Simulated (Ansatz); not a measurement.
Z-matrix (Å, degrees):
```
B
Cl 1 2.088
C 1 1.573 2 59.2
H 1 1.193 2 107.1 3 114.4
H 1 1.192 2 108.2 3 -112.0
C 3 1.495 1 122.7 2 -107.1
C 3 1.495 1 114.8 2 102.1
H 6 1.093 3 107.3 1 -88.0
H 6 1.089 3 111.0 1 30.6
H 6 1.091 3 112.1 1 154.2
O 7 1.199 3 122.5 1 131.2
H 7 1.108 3 115.1 1 -45.4
```

The species carries charge 0 and has multiplicity 1.

**Question.** List the PBE/def2-TZVPP orbital energies in eV (the Gaussian-basis code of Ansatz). (An estimate is asked.)

**Answer.** Computed: Occupied: -2740.41, -510.65, -271.62, -271.07, -269.39, -250.92, -191.68, -191.47, -191.39, -177.28, -26.79, -22.79, -19.27, -17.02, -14.41, -13.22, -12.14, -11.46, -10.90, -10.32, -10.02, -9.81, -8.97, -8.78, -8.00, -7.87, -6.28. Lowest empty: -2.74, -1.37, -0.99, 0.68, 1.36, 1.56, 1.83, 2.23.
